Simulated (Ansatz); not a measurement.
The molecule RuC, multiplicity 3 (not the ground state: that is measured with 2S+1 = 1). No spin–orbit coupling. The T1 diagnostic near the minimum is 0.079, so single-reference values are doubtful.

The constants come from a fifth-degree fit in 1/R (seven points, main isotopes). Runs in def2 and cc sets follow the lowest solution found near the PBE0 minimum.

Programs: Ansatz (Gaussian orbitals).  In def2 rows elements past Kr take small-core potentials, without spin–orbit coupling.

Energies at SVWN5/def2-TZVPP:

```tsv
R (Å)	E (hartree)
1.490722	-132.35633043
1.530795	-132.36615573
1.567662	-132.37120348
1.609338	-132.37311277
1.651014	-132.37173104
1.699102	-132.36689376
1.755204	-132.35790907
```

With a reduced mass of 10.7358 u, find the minimum, the force constant and the constants.

A fifth-degree polynomial in 1/R puts the minimum at r_e = 1.6112 Å with force constant 816 N/m. Then ω_e = (1/2πc)√(k/μ) = 1136 cm⁻¹ and B_e = h/(8π²cμr_e²) = 0.6049 cm⁻¹; the cubic and quartic terms give α_e = 0.0034 and ω_e x_e = 4.6 cm⁻¹.

Ansatz is a first-principles code.
